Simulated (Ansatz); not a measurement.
Consider the formal exchange of groups at the Si–O bond: `[OH][Sn][O][SiH3]` + `NCN[SiH3]` → `NC([SiH3])N[SiH3]` + `[OH][Sn][OH]`.

Gas-phase electronic energies from Ansatz, PBE0-D4/def2-TZVP geometries. CCSD(T)/CBS adds triple-zeta CCSD(T) − MP2 to the extrapolated MP2 energy (def2 sets, frozen cores). DFT in def2-TZVPP. Elements past krypton have def2 core potentials. For Sn outer-core shells are correlated without core-valence functions, which leaves a few kJ/mol of doubt a bond. Each species was taken in one conformer, which may not be the lowest.

`[OH][Sn][O][SiH3]`:

```xyz
8

O    -1.282    1.719    1.198
Sn   -1.437   -0.117    1.901
O    -0.239   -1.006    0.586
Si    0.692   -0.690   -0.711
H    -0.717    1.835    0.427
H     0.240   -1.483   -1.886
H     0.626    0.757   -1.089
H     2.116   -1.015   -0.428
```

`NCN[SiH3]`:

Z-matrix (Å, degrees):
```
C
N 1 1.437
N 1 1.448 2 109.5
H 1 1.100 2 112.6 3 -118.9
H 1 1.103 2 107.1 3 124.4
Si 2 1.714 1 124.6 3 -146.0
H 2 1.009 1 112.5 3 53.2
H 3 1.012 1 111.2 2 -172.8
H 3 1.013 1 110.4 2 66.9
H 6 1.495 2 115.5 1 -69.6
H 6 1.489 2 108.6 1 50.2
H 6 1.486 2 107.4 1 170.2
```

`NC([SiH3])N[SiH3]`:

Z-matrix (Å, degrees):
```
C
Si 1 1.912
N 1 1.442 2 114.3
N 1 1.461 2 110.9 3 -122.1
H 1 1.103 2 106.4 3 123.6
H 2 1.490 1 114.7 3 -60.9
H 2 1.489 1 105.4 3 179.9
H 2 1.488 1 109.4 3 62.9
Si 3 1.718 1 127.4 2 33.0
H 3 1.012 1 110.7 2 -171.0
H 4 1.013 1 111.5 2 -64.7
H 4 1.014 1 110.8 2 56.0
H 9 1.488 3 109.2 1 -57.4
H 9 1.485 3 106.4 1 -176.9
H 9 1.494 3 115.4 1 62.9
```

`[OH][Sn][OH]`:

Z-matrix (Å, degrees):
```
O
Sn 1 1.987
H 1 0.960 2 116.9
O 2 1.966 1 91.9 3 180.0
H 4 0.964 2 111.9 1 0.0
```

Q: Is it downhill or uphill in electronic energy at CCSD(T)/CBS, and by how much? (An estimate is asked.)

A: Ansatz gave: Uphill: ΔE = +134.2 kJ/mol.

Q: What do these levels give: PBE0-D4, ωB97X-V, PBE0, SCS-MP2/def2-TZVPP, HF/def2-QZVPP, MP2/def2-QZVPP? (An estimate is asked.)

A: The calculation gave: PBE0-D4 124.0, ωB97X-V 133.1, PBE0 127.7, SCS-MP2/def2-TZVPP 143.7, HF/def2-QZVPP 171.9, MP2/def2-QZVPP 137.6 kJ/mol.

Largest T1 diagnostic among the species: 0.018.

The D4 term adds −6.8 kJ/mol with B3LYP and −3.7 kJ/mol with PBE0; it sums over pairs of atoms, weighted by their polarisabilities, and B3LYP, whose exchange is more repulsive, gets the larger term. From PBE to PBE0 (25 % exact exchange), in def2-TZVPP and without D4, ΔE moves by +9.5 kJ/mol.

B3LYP here is the variant with VWN-RPA as its local correlation; programs differ in this.
